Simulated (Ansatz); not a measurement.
Consider the atomization: `CC[S][GaH2]` → 2 C• + Ga• + 7 H• + S•.

Program: Ansatz. Geometries: PBE0-D4/def2-TZVP. ΔE: electronic, gas phase. CCSD(T)/CBS is the MP2 limit (def2-TZVPP, def2-QZVPP) plus CCSD(T) − MP2 in def2-TZVPP, frozen cores. This one scheme is used for every species, atoms too. For atomizations the MP2-based limit and the directly extrapolated one differ by several kJ/mol either way, and by 10 to 25 for some Ge, Se and Sn compounds, so smaller differences from it don't rank the levels. No spin–orbit coupling; open shells (•) take unrestricted orbitals. Spin–orbit coupling would lower the free atoms: a little for C, S; clearly for Ga. For Ga outer-core shells are correlated without core-valence functions, so the limit isn't a true one: a few kJ/mol of doubt a bond, and 10 to 20 or more in all where bonds break to atoms. Scalar relativity is left out up to krypton. One conformer a species, not always the lowest.

```json
{"species": "`CC[S][GaH2]`", "CCSD(T)/def2-TZVPP energy (Eh)": "-2401.49417"}
{"species": "C•", "CCSD(T)/def2-TZVPP energy (Eh)": "-37.78103"}
{"species": "Ga•", "CCSD(T)/def2-TZVPP energy (Eh)": "-1923.41187"}
{"species": "H•", "CCSD(T)/def2-TZVPP energy (Eh)": "-0.49981"}
{"species": "S•", "CCSD(T)/def2-TZVPP energy (Eh)": "-397.64674"}
```

(1) Work out ΔE.

Largest T1 diagnostic among the species: 0.013.

Results:

(1) ΔE = 7 × (-0.49981) + 2 × (-37.78103) + (-1923.41187) + (-397.64674) − (-2401.49417) = 1.37483 Eh = +862.7 kcal/mol. CCSD(T)/CBS gives +881.3 kcal/mol.

From PBE to PBE0 (25 % exact exchange), in def2-TZVPP and without D4, ΔE moves by −6.9 kcal/mol: exact exchange takes away binding that semilocal exchange gives to molecules. In def2-TZVPP, CCSD(T) changes the Hartree–Fock value by +206.9 kcal/mol (the triples alone add +11.2 kcal/mol) and MP2 by +211.9 kcal/mol; breaking electron pairs costs correlation energy, which Hartree–Fock lacks.
